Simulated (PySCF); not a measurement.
# Fractional electron number in Ne⁺ (neon, charge +1)

The 2p beta orbital of [He] 2s2 2p5 is emptied in steps (occupation f), with all orbitals relaxed, ending at [He] 2s2 2p4. Calculation: PySCF 2.14, in x2c-TZVPall (5s3p2d1f, 31 functions); scalar relativity by spin-free X2C-1e. The exact energy is a straight line in f; departures are measured from the line between the end points of the same method.

```
  f  UHF (eV)  LDA (eV)  PBE (eV)  PBE0 (eV)  r2SCAN (eV)  LC-wPBE (eV)  BHandHLYP (eV)  wB97X (eV)  CAM-B3LYP (eV)  M06-2X (eV)
  1     0.000     0.000     0.000      0.000        0.000         0.000           0.000       0.000           0.000        0.000
0.8     0.436    -1.639    -1.587     -1.086       -1.449        -0.708          -0.595      -0.692          -0.873       -0.643
0.6     0.633    -2.469    -2.381     -1.628       -2.154        -1.058          -0.899      -1.033          -1.313       -0.988
0.4     0.613    -2.476    -2.376     -1.623       -2.124        -1.049          -0.905      -1.021          -1.314       -1.006
0.2     0.397    -1.653    -1.576     -1.075       -1.387        -0.689          -0.607      -0.666          -0.876       -0.662
  0     0.000     0.000     0.000      0.000        0.000         0.000           0.000       0.000           0.000        0.000
```

```tsv
method	E(f=0) − E(f=1) (eV)	−ε at f=1 (eV)	−ε at f=0.4 (eV)
UHF	39.266	42.087	38.661
LDA	41.408	31.217	43.445
PBE	41.124	31.224	43.145
PBE0	40.992	34.207	42.381
r2SCAN	41.120	32.009	43.072
LC-wPBE	41.292	36.872	42.226
BHandHLYP	40.916	37.230	41.642
wB97X	40.938	36.613	41.869
CAM-B3LYP	41.251	35.819	42.343
M06-2X	41.011	37.080	41.807
```

Orbital energy along the path (eV):

```
  f      UHF      LDA      PBE     PBE0   r2SCAN  LC-wPBE  BHandHLYP    wB97X  CAM-B3LYP   M06-2X
  1  -42.087  -31.217  -31.224  -34.207  -32.009  -36.872    -37.230  -36.613    -35.819  -37.080
0.8  -40.827  -35.223  -35.164  -36.918  -35.737  -38.641    -38.662  -38.351    -37.964  -38.526
0.6  -39.691  -39.306  -39.150  -39.651  -39.449  -40.439    -40.135  -40.117    -40.144  -40.071
0.4  -38.661  -43.445  -43.145  -42.381  -43.072  -42.226    -41.642  -41.869    -42.343  -41.807
0.2  -37.720  -47.604  -47.089  -45.067  -46.492  -43.940    -43.174  -43.530    -44.541  -43.630
  0  -36.858  -51.733  -50.883  -47.644  -49.549  -45.489    -44.733  -44.948    -46.710  -44.859
```

Reference removal energy between the ground levels: 40.963 eV (measured; NIST Atomic Spectra Database, ionization energies). The calculation has no spin-orbit coupling. UHF lacks correlation.
